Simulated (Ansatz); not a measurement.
CH2B2, SMILES `B=C=B` (charge 0, multiplicity 1).

Cartesian coordinates (Å):
SMILES: B=C=B
```xyz
5

B      1.2529     0.1094     0.4510
C      0.0004    -0.1411    -0.0011
B     -1.2528    -0.3919    -0.4514
H      2.3376     0.3262     0.8426
H     -2.3380    -0.6092    -0.8412
```
Charge 0, multiplicity 1.

Frozen-core energies in 6-31g from Ansatz (an electronic-structure program) at a geometry from PBE0-D3(BJ)/def2-TZVP; the HF reference has <S^2> = 0.00 and the T1 diagnostic is 0.020.

| level | energy (Ha) |
|---|---|
| HF | -88.28008 |
| MP2 | -88.47077 |
| CCSD | -88.48715 |

Task: Estimate the energies of CCSD(T), CCSDT, CCSDT(Q) and CCSDTQ, and give each level's difference from CCSDTQ.

Result: 
```tsv
level	energy (Ha)	difference from CCSDTQ (mHa)
MP2	-88.47077	31.65
CCSD	-88.48715	15.27
CCSD(T)	-88.50112	1.30
CCSDT	-88.50197	0.45
CCSDT(Q)	-88.50242	-0.01
CCSDTQ	-88.50242	0.00
```
